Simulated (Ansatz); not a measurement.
`[NH2][AlH][GeH2][F]` + `BS` → `B[S][AlH][NH2]` + `[F][GeH3]`  (cleavage of the Al–Ge bond)

Isolated molecules relaxed with PBE0-D4/def2-TZVP in Ansatz; ΔE leaves out vibrations. CBS: MP2 limit from def2 TZ/QZ plus the TZ coupled-cluster correction, frozen cores. This one scheme is used for every species. DFT in def2-TZVPP. For Ge outer-core shells are correlated without core-valence functions, which leaves a few kJ/mol of doubt a bond. Scalar relativity is left out up to krypton. One conformer a species, not always the lowest.

`[NH2][AlH][GeH2][F]`:

Cartesian coordinates in Å:
```
N -0.102 1.887 0.323
Al 0.970 0.532 -0.014
Ge -0.263 -1.615 -0.239
F -1.949 -1.158 0.010
H -1.101 1.785 0.411
H 0.170 2.848 0.453
H 2.533 0.741 -0.144
H -0.002 -2.710 0.820
H -0.255 -2.311 -1.619
```

`BS`:

Z-matrix (Å, degrees):
```
B
S 1 1.765
H 1 1.192 2 115.8
H 1 1.190 2 121.4 3 -180.0
H 2 1.344 1 99.2 3 180.0
```

`B[S][AlH][NH2]`:

Z-matrix (Å, degrees):
```
B
S 1 1.780
H 1 1.193 2 117.1
H 1 1.194 2 122.6 3 180.0
Al 2 2.213 1 101.4 3 180.0
N 5 1.758 2 121.6 1 -0.0
H 5 1.576 2 118.2 1 180.0
H 6 1.007 5 123.2 2 -180.0
H 6 1.006 5 126.1 2 -0.0
```

`[F][GeH3]`:

Cartesian coordinates in Å:
```
F -1.199 0.475 1.030
Ge 0.066 -0.026 -0.057
H -0.081 0.839 -1.314
H 1.388 0.227 0.678
H -0.174 -1.514 -0.338
```

Problem. Is it downhill or uphill in electronic energy at CCSD(T)/CBS, and by how much? (Estimate.)

Solution. Ansatz gave: Downhill: ΔE = -73.9 kJ/mol.

Problem. What do these levels give: BLYP-D4, B97M-V, r2SCAN0-D4, BHLYP-D4, ωB97M-V, r2SCANh, CAM-B3LYP, MP2/def2-SVP, CCSD/def2-SVP, CCSD(T)/def2-SVP, MP2/def2-TZVPP, CCSD/def2-TZVPP? (Estimate.)

Solution. Ansatz gave: BLYP-D4 -61.5, B97M-V -77.1, r2SCAN0-D4 -74.1, BHLYP-D4 -74.0, ωB97M-V -72.1, r2SCANh -71.6, CAM-B3LYP -67.8, MP2/def2-SVP -82.5, CCSD/def2-SVP -73.7, CCSD(T)/def2-SVP -73.1, MP2/def2-TZVPP -82.5, CCSD/def2-TZVPP -72.9 kJ/mol.

Largest T1 diagnostic among the species: 0.015.

From PBE to PBE0 (25 % exact exchange), in def2-TZVPP and without D4, ΔE moves by −7.4 kJ/mol. The D4 term adds −3.2 kJ/mol with B3LYP and −1.7 kJ/mol with PBE0; it sums over pairs of atoms, weighted by their polarisabilities, and B3LYP, whose exchange is more repulsive, gets the larger term.

B3LYP here is the variant with VWN-RPA as its local correlation; programs differ in this.
